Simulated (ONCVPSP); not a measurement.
# Logarithmic derivatives: cerium (Ce), ONCV

- Element: cerium (Ce)
- Generator: ONCVPSP 4.0.1
- Type: optimised norm-conserving Vanderbilt (ONCV)
- Functional: LDA (Perdew-Wang 92)
- Relativity: scalar-relativistic
- Frozen core: [Kr] 4d10
- Valence charge: 12
- Reference configuration: 4f1 5s2 5p6 5d1 6s2
- Partial waves: 5s+6s: rc 2.85 bohr, ncon 5, nbas 8, qcut 3.4 1/bohr, 3 projectors, debl 3.1 Ha; 5p: rc 2.00 bohr, ncon 5, nbas 8, qcut 3.5 1/bohr, 2 projectors, debl 2.5 Ha; 5d: rc 2.35 bohr, ncon 4, nbas 9, qcut 4.3 1/bohr, 1 projector; 4f: rc 1.00 bohr, ncon 4, nbas 9, qcut 20.5 1/bohr, 1 projector
- Local potential: polynomial inside 0.80 bohr (lpopt 4, dvloc0 0 Ha)
- Core correction: polynomial model core, fcfact 0.3

The phase is arctan(r·R′/R) of the radial function R(r), unwrapped; energies in Ha, scanned from -3 to 5 Ha. A pole is an energy at which the radial function vanishes at the test radius. The pseudo phase is shifted by a multiple of π to meet the all-electron one at the reference energy, and phase errors are pseudo minus all-electron; the curves can meet again beyond the range given. Levels narrower than the energy grid can be missing from the lists of poles.

Problem. For each channel, where are the poles, and over which energies does the pseudopotential scatter like the atom?

Solution.

| channel | radius (bohr) | reference energy (Ha) | poles, all-electron | poles, pseudo | unbroken range about the reference energy with phases within 0.05 rad | phase error 1 Ha above the reference energy (rad) |
| --- | --- | --- | --- | --- | --- | --- |
| s | 2.89 | -0.14 | -1.44, 1.62 | -1.44, 1.62 | the whole range | +0.000 |
| p | 2.03 | -0.86 | 0.23 | 0.23 | below -0.2 | +0.001 |
| d | 2.39 | -0.12 | 0.94 | 0.21, 1.07 | below 0.2 | -3.113 |
| f | 1.02 | -0.21 | 2.61 | 2.68 | the whole range | +0.002 |

Note: ghosts flagged at negative energy: s at -97.5 eV, p at -4.4 eV; GHOST(+) flagged for d at 5.6 eV. A true bound ghost makes a file unfit for plane-wave use.

Phases in the s channel:

| E (Ha) | all-electron | pseudo |
| --- | --- | --- |
| -2.98 | 1.379 | 1.380 |
| -2.54 | 1.350 | 1.350 |
| -2.10 | 1.294 | 1.294 |
| -1.66 | 0.927 | 0.927 |
| -1.22 | -1.768 | -1.768 |
| -0.78 | -1.945 | -1.945 |
| -0.34 | -2.326 | -2.326 |
| 0.10 | -3.723 | -3.723 |
| 0.54 | -4.409 | -4.409 |
| 0.98 | -4.592 | -4.592 |
| 1.42 | -4.682 | -4.682 |
| 1.86 | -4.747 | -4.747 |
| 2.30 | -4.814 | -4.814 |
| 2.74 | -4.920 | -4.920 |
| 3.18 | -5.238 | -5.238 |
| 3.62 | -6.996 | -6.996 |
| 4.06 | -7.584 | -7.585 |
| 4.50 | -7.714 | -7.715 |
| 4.94 | -7.774 | -7.775 |
